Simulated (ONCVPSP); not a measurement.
S (Z = 16): one change to an ONCV potential, before and after

- Element: S (Z = 16)
- Generator: ONCVPSP 4.0.1
- Type: optimised norm-conserving Vanderbilt (ONCV)
- Functional: PBE
- Relativity: scalar-relativistic
- Frozen core: [He]
- Valence charge: 14
- Reference configuration: 2s2 2p6 3s2 3p4
- Partial waves: 2s+3s: rc 0.80 bohr, ncon 3, nbas 7, qcut 12.9 1/bohr, 2 projectors; 2p+3p: rc 0.65 bohr, ncon 3, nbas 6, qcut 23.6 1/bohr, 2 projectors; d scattering state at 0.02 Ha: rc 0.85 bohr, ncon 4, nbas 9, qcut 11.3 1/bohr, 1 projector
- Local potential: polynomial inside 0.55 bohr (lpopt 3, dvloc0 0 Ha)
- Core correction: none

Change: s: qcut 16.4.

Cutoffs: the cutoffs (Ha) at which the residual kinetic energy of the hardest occupied pseudo-wave falls to 1 and 0.1 mHa per electron; they do not see the model core or the augmentation charge, which bear on the density cutoff. Errors are all-electron minus pseudo energies relative to the spin-unpolarised reference configuration.

Problem. How do hardness, ghosts and transferability respond?

Solution. The potential gets neither clearly harder nor softer (199 Ha and 226 Ha → 199 Ha and 226 Ha); the p channel sets the loose cutoff, while the largest relative change is in s, which becomes harder; the errors of the 4 common tests hardly move; neither file shows a bound ghost.

```tsv
quantity	base	changed
cutoff, loose	199 Ha	199 Ha
cutoff, tight	226 Ha	226 Ha
loose cutoff by channel	s 43 Ha, p 199 Ha	s 66 Ha, p 199 Ha
bound ghosts	none	none
GHOST(+) flags under 300 eV	none	none
error for 2s2 2p6 3s2 3p3, meV [ΔE 11.77 eV]	+0.9	+0.9
error for 2s2 2p6 3s2 3p2, meV [ΔE 34.05 eV]	+3.3	+3.2
error for 2s2 2p6 3s2 3p1, meV [ΔE 68.09 eV]	+9.0	+8.6
error for 2s2 2p5 3s2 3p4, meV [ΔE 173.68 eV]	+235	+225
s: phases at 0.81 bohr within 0.05 rad from the reference energy up to (Ha; the scan ends near 5)	to the end of the scan	to the end of the scan
p: phases at 0.66 bohr within 0.05 rad from the reference energy up to (Ha; the scan ends near 5)	to the end of the scan	to the end of the scan
d: phases at 0.86 bohr within 0.05 rad from the reference energy up to (Ha; the scan ends near 5)	to the end of the scan	to the end of the scan
```
